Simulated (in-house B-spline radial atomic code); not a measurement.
**Two electrons outside the [Kr] 4d10 5s2 core: Ba VII (Ba6+)**

Computed with a B-spline radial code for spherical atoms: configuration interaction (CI) of the two valence electrons in the field of the frozen Dirac-Fock core, alone and with many-body perturbation theory for the core (screened one- and two-electron correlation potentials), Breit and QED terms; no-pair Dirac Hamiltonian, finite nucleus. Labels give the configuration (outer n counted up each series) and the leading LS term, or the jj pair where no LS term holds 70 %.

The outer s² shell of this core is soft: its mixing with p² is only treated to second order, so levels can be several per cent off.

Excitation energies (cm⁻¹):

```json
{"level": "5p2 3P0", "purity of the LS term": "0.869", "CI alone": "0", "CI + MBPT + Breit + QED": "0", "Landé g of the LS mixture": "-"}
{"level": "5p2 3P1", "purity of the LS term": "0.998", "CI alone": "15343", "CI + MBPT + Breit + QED": "15496", "Landé g of the LS mixture": "1.50"}
{"level": "5p2 (1/2,3/2)2", "purity of the LS term": "0.555 (3P)", "CI alone": "21916", "CI + MBPT + Breit + QED": "21014", "Landé g of the LS mixture": "1.28"}
{"level": "5p2 (3/2,3/2)2", "purity of the LS term": "0.555 (1D)", "CI alone": "?", "CI + MBPT + Breit + QED": "?", "Landé g of the LS mixture": "?"}
{"level": "5p2 1S0", "purity of the LS term": "0.868", "CI alone": "?", "CI + MBPT + Breit + QED": "?", "Landé g of the LS mixture": "?"}
```

Problem. Where does 5p2 1S0 lie?

Solution. 61063 cm⁻¹ in CI alone and 61733 cm⁻¹ with all corrections.

Problem. Where does 5p2 (3/2,3/2)2 lie?

Solution. 43266 cm⁻¹ in CI alone and 42001 cm⁻¹ with all corrections; g = 1.22.

Problem. What is the first ionisation energy?

Solution. 87.568 eV to the 5p1/2 state of the next ion (86.247 eV from CI alone). NIST lists 86 ± 2 eV (tabulated theory).
